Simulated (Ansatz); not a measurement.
A run for Ansatz (a quantum-chemistry and plane-wave program): U-B3LYP/def2-TZVPP on GaH (SMILES [GaH]), 2S+1 = 3, a spin state set in the input, which need not be the lowest.

Ansatz 0.2 input:
```yaml
crystal:
  periodic: [false, false, false]
  atoms:
    - {symbol: Ga, position_ang: [-0.00000000, -0.00000000, -0.05077841]}
    - {symbol: H, position_ang: [0.00000000, 0.00000000, 1.57413077]}
basis:
  gaussian:
    orbitals: def2-TZVPP
hamiltonian:
  xc: {name: B3LYP}
magnetization: {spin_polarized: true, initial_magnetization: 2}
```

The head of its log:

```
WARN ansatz: RAYON_NUM_THREADS=2 ignored (pool sized by the plan → 2); use --threads N
Functional definition: B3LYP
integrals: 0.01 GiB planned
462 factors; their error is unknown
mean field: 0.19 GiB planned
mean field evaluation 1: about -52391.9196 eV, gradient 1.4e1 eV
mean field evaluation 2: about -52391.7260 eV, gradient 1.9e1 eV
```

Problem. Give the final energy of this run.

Solution. -1925.3925 hartree.
